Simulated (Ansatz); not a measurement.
The inner images of a band of CH₄OSi₂ (8 atoms, charge 0, multiplicity 1) are given out of order.

These are results of RKS PBE/def2-SVP (Ansatz), not measurements.

Image 0:

```xyz
8
Properties=species:S:1:pos:R:3
C -0.242 1.146 -0.634
Si -0.509 1.760 1.018
Si 0.478 -0.359 0.005
O -0.268 -1.860 -0.060
H -0.481 1.555 -1.625
H 0.312 0.272 1.529
H 1.933 -0.697 0.008
H -1.225 -1.817 -0.242
```

Image 6:

```xyz
8
Properties=species:S:1:pos:R:3
C -0.059 1.069 -0.864
Si -1.674 0.340 -0.977
Si 0.687 -0.104 0.288
O -0.799 -1.103 0.226
H 0.359 1.946 -1.379
H 0.874 0.225 1.752
H 1.845 -0.990 -0.099
H -1.234 -1.383 1.053
```

Task: Put them in order from the first end to the last, with their energies above the first end.
A.
```xyz
8
Properties=species:S:1:pos:R:3
C -0.081 1.214 -0.694
Si -1.732 1.714 -0.706
Si 0.426 -0.290 0.269
O -0.905 -1.338 0.207
H 0.730 1.692 -1.278
H 0.731 0.012 1.720
H 1.676 -0.898 -0.323
H -0.844 -2.106 0.804
```
B.
```xyz
8
Properties=species:S:1:pos:R:3
C -0.085 1.290 -0.629
Si -1.031 2.262 0.426
Si 0.350 -0.329 0.194
O -0.735 -1.540 -0.255
H 0.297 1.421 -1.657
H 0.313 -0.182 1.703
H 1.759 -0.693 -0.201
H -0.868 -2.229 0.419
```
C.
```xyz
8
Properties=species:S:1:pos:R:3
C -0.101 1.257 -0.609
Si -1.494 2.191 -0.216
Si 0.375 -0.319 0.268
O -0.872 -1.439 0.042
H 0.572 1.506 -1.455
H 0.573 -0.106 1.751
H 1.687 -0.811 -0.297
H -0.741 -2.279 0.516
```
D.
```xyz
8
Properties=species:S:1:pos:R:3
C -0.107 1.260 -0.657
Si -0.684 1.936 0.842
Si 0.399 -0.341 0.065
O -0.453 -1.743 -0.308
H -0.005 1.565 -1.708
H 0.163 0.026 1.565
H 1.845 -0.692 -0.103
H -1.157 -2.011 0.304
```
E.
```xyz
8
Properties=species:S:1:pos:R:3
C -0.022 1.151 -0.804
Si -1.755 1.018 -0.892
Si 0.538 -0.218 0.279
O -0.904 -1.162 0.221
H 0.680 1.842 -1.298
H 0.784 0.133 1.729
H 1.743 -0.989 -0.197
H -1.064 -1.775 0.963
```

Result: D (+5.4 kcal/mol), B (+9.1 kcal/mol), C (+10.6 kcal/mol), A (+9.3 kcal/mol), E (+5.5 kcal/mol).

Time of the run: 2 min on 1 thread of Intel(R) Xeon(R) 6975P-C (Granite Rapids), with other jobs on the host, peak memory 0.16 GiB.
